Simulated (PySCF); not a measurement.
CH₉NSi₄, SMILES [SiH3][SiH2][Si@H]1C=N[SiH2]1.

Geometry: B3LYP-D3(BJ)/def2-SVP. The structure was generated by enumeration; whether it is a known compound was not checked. Other conformers were not sampled.

Calculation: TDA-PBE/def2-SVPD in PySCF 2.14.0.

Vertical excitations. 

Computed excitation energies, oscillator strengths and character:
```csv
state,energy (eV),λ (nm),f,main pairs
S1,3.41,364,0.005,HOMO→LUMO 98 %
S2,4.03,308,0.005,HOMO→LUMO+1 99 %
S3,4.38,283,0.002,HOMO→LUMO+2 97 %
S4,4.46,278,0.001,HOMO−1→LUMO 97 %
S5,4.62,268,0.001,HOMO→LUMO+3 96 %
S6,4.78,260,0.000,"HOMO−2→LUMO 81 %, HOMO→LUMO+4 16 %"
T1,2.71,457,0,HOMO→LUMO 99 %
T2,3.85,322,0,HOMO→LUMO+1 99 %
```
Triplets are in the Tamm–Dancoff approximation.
